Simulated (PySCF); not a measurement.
Molecule: 3,4-dimethylphosphinine, C₇H₉P.

Bonds (- single, = double, # triple, : aromatic): C1-C2, C2:C3, C3:C4, C4:P5, P5:C6, C6:C7, C7-C8, C7:C2. C1 carries H9, H10, H11; C3 carries H12; C4 carries H13; C6 carries H14; C8 carries H15, H16, H17.

Geometry PBE0-D3(BJ)/def2-SVP throughout; GIAO in PySCF, gas phase, one conformer, non-relativistic; equivalent atoms averaged; functional PBE0.

A run gave: C4 151.0, C2 132.9, C3 129.5, C8 25.1, C1 24.1, P5 187.6, H13 8.70, H14 8.64, H9/H10/H11 2.25 ppm (shifts δ (against TMS, H3PO4 at the same level)).

Which basis set was used in that run?
A. STO-3G
B. 6-311+G(2d,p)
C. 6-31G
D. 6-31G*

## Answers

D. C4 tells them apart best: 6-31G* gives 151.0, 6-311+G(2d,p) gives 159.9, 6-31G gives 156.2, STO-3G gives 138.7 ppm.
